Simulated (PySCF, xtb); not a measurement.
(Z)-1,2-dibromo-1,2-difluoroethene (C₂Br₂F₂), SMILES F/C(Br)=C(/Br)F.

GFN2-xTB (xtb) at its own geometry gives an orbital gap of 3.81 eV and a dipole moment of 0.94 D.

Geometry optimised at B3LYP-D3(BJ)/def2-SVP.

Q: What does HF/def2-TZVP run with PySCF give? (An estimate is asked for; the answer gives what the named calculation found.)

A: gap 13.25 eV (levels -10.06 and 3.18 eV), dipole 1.36 D.
